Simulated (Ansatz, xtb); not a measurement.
**A geometry optimisation of C3H6AlNO with r2SCAN-D4/def2-SVP**

The starting geometry of this gas-phase singlet was built from a drawn formula by distance geometry and a force field; its bonds are those of `N#C[CH2][AlH][CH2]O`.

```xyz
12

C    -0.6611   -0.0958   -1.3953
C     0.3835    0.8069   -1.1393
C     0.0725    0.6163    2.2453
Al    0.1454    1.7042    0.5822
N    -1.5733   -0.8337   -1.5790
O     1.0871    1.0649    3.1215
H     1.3831    0.2560   -1.1390
H     0.4425    1.5775   -1.9979
H     0.0874    3.2908    0.6232
H     0.1444   -0.4204    2.0111
H    -0.9501    0.8567    2.7394
H     0.9977    0.5049    3.9290
```

**Question.** Where would you expect an optimisation with r2SCAN-D4/def2-SVP to take it?

**Answer.** A new bond forms, giving a structure given below by its coordinates. Contacts that close: Al4–O6 (2.78 → 1.95 Å).

The energy falls by 0.72 eV over 33 steps:

| step | E − E(last) (eV) |
| --- | --- |
| 1 | 0.717 |
| 5 | 0.408 |
| 8 | 0.156 |
| 12 | 0.053 |
| 15 | 0.030 |
| 19 | 0.023 |
| 22 | 0.011 |
| 26 | 0.003 |
| 29 | 0.000 |
| 33 | 0.000 |

Final geometry (Å):

```xyz
12

C    -0.1204   -0.3410   -1.0524
C     0.4113    1.0002   -1.0351
C    -0.6549    0.6982    2.1499
Al    0.2701    1.7570    0.8026
N    -0.5706   -1.4152   -0.9874
O     0.8504    0.4090    2.0814
H     1.4643    0.9982   -1.3682
H    -0.1447    1.6348   -1.7484
H     0.8326    3.2027    1.1304
H    -1.1682   -0.2513    1.9499
H    -0.9013    1.0881    3.1471
H     1.2906    0.5479    2.9317
```

From the same start GFN2-xTB reaches the same bonding as this run.

The end wasn't checked by frequencies. Run with Ansatz 0.2.0, 65 s on 2 threads of Intel(R) Xeon(R) 6975P-C (Granite Rapids), on a shared host.
